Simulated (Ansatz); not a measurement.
Two members of one family (Series AlCl2X), computed with Ansatz in the gas phase; def2 core potentials for I, no spin–orbit coupling. The two geometries come from different levels. Binding counts from free atoms in the multiplicity of their measured ground term, without zero-point energy. A dash marks a value that wasn't run or was left out as unsound. The structures are stationary points that may keep the symmetry of their start.

First: AlCl2I (singlet, charge 0, PBE0-D4/def2-SVP geometry).

```xyz
4

Al    0.0081    0.0781   -0.0132
Cl    1.2804    1.2353    1.1620
Cl   -1.0507    0.9996   -1.5533
I    -0.2378   -2.3130    0.4045
```

```csv
level,HOMO (eV),LUMO (eV),gap (eV),vertical IE (eV),binding per atom (eV)
PBE-D4/def2-SVP,-6.96,-2.23,4.74,–,3.06
PBE-D4/def2-TZVP,-7.06,-2.37,4.69,9.95,3.05
PBE0-D4/def2-SVP,-8.18,-1.44,6.73,–,3.03
PBE0-D4/def2-TZVP,-8.23,-1.56,6.67,10.33,3.03
LC-ωPBE/def2-TZVP,-10.84,0.59,11.43,–,2.98
```

Second: AlCl2F (singlet, charge 0, r2SCAN-D4/def2-TZVP geometry).

Cartesian coordinates in Å:
```
Al -0.022 -0.055 -0.073
Cl 1.964 0.144 0.458
Cl -1.528 0.915 0.959
F -0.415 -1.004 -1.344
```

Estimate the same table for the second.


```tsv
level	HOMO (eV)	LUMO (eV)	gap (eV)	vertical IE (eV)	binding per atom (eV)
PBE-D4/def2-SVP	-7.97	-1.97	6.00	–	3.79
PBE-D4/def2-TZVP	-8.18	-2.19	6.00	11.40	3.78
PBE0-D4/def2-SVP	-9.49	-1.14	8.35	–	3.70
PBE0-D4/def2-TZVP	-9.64	-1.32	8.31	11.91	3.72
LC-ωPBE/def2-TZVP	-12.48	0.90	13.38	–	3.74
```
